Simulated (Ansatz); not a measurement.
`F[SiH2][SbH2]` + H₂Se → `F[SiH2][SeH]` + `[SbH3]` at 500 K and 1 bar (cleavage of the Si–Sb bond).

Gas-phase electronic energies from Ansatz, PBE0-D4/def2-TZVP geometries. CBS: MP2 limit from def2 TZ/QZ plus the TZ coupled-cluster correction, frozen cores. def2 core potentials past Kr. For Sb, Se outer-core shells are correlated without core-valence functions, which leaves a few kJ/mol of doubt a bond. Scalar relativity is left out up to krypton. One conformer a species, not always the lowest.

```json
{"species": "`F[SiH2][SbH2]`", "CCSD(T)/CBS energy (Eh)": "-631.33896", "H − E (kJ/mol)": "124.7", "S (J/(mol·K))": "378.2"}
{"species": "H₂Se", "CCSD(T)/CBS energy (Eh)": "-2401.89790", "H − E (kJ/mol)": "53.1", "S (J/(mol·K))": "237.8"}
{"species": "`F[SiH2][SeH]`", "CCSD(T)/CBS energy (Eh)": "-2791.46485", "H − E (kJ/mol)": "106.5", "S (J/(mol·K))": "348.1"}
{"species": "`[SbH3]`", "CCSD(T)/CBS energy (Eh)": "-241.78682", "H − E (kJ/mol)": "70.2", "S (J/(mol·K))": "256.6"}
```

H − E and S are ideal-gas, rigid-rotor, harmonic terms from PBE0-D4/def2-TZVP, for one conformer and one mirror image of each species. 1 Eh = 2625.50 kJ/mol, R = 8.31446 J/(mol·K).

**Question.** By hand: ΔE, ΔH, ΔS and ΔG.

**Answer.** ΔE = (-2791.46485) + (-241.78682) − (-631.33896) − (-2401.89790) = -0.01481 Eh = -38.9 kJ/mol. Δ(H − E) = 106.5 + 70.2 − 124.7 − 53.1 = -1.1, so ΔH = -40.0 kJ/mol. ΔS = 348.1 + 256.6 − 378.2 − 237.8 = -11.3 J/(mol·K). ΔG = -40.0 − 500 × (-11.3)/1000 = -34.4 kJ/mol.

**Question.** By hand: the equilibrium constant, and the temperature at which ΔG would vanish if ΔH and ΔS stayed fixed.

**Answer.** log₁₀ K = −ΔG/(RT ln 10) = 3.6. ΔG = 0 at ΔH/ΔS = 3540 K, far beyond where these terms or the molecules hold.

The number of gas molecules stays the same, so ΔS is small and ΔH decides. A doubt of 5 kJ/mol in ΔE shifts log₁₀ K by 0.5 here. Other conformers and mirror images would add mixing entropy, several J/(mol·K) or more a flexible species. These are equilibria of isolated gas molecules and say nothing of rates. Largest T1 diagnostic: 0.014 (customary marks: 0.02 for closed shells, 0.045 for open ones).
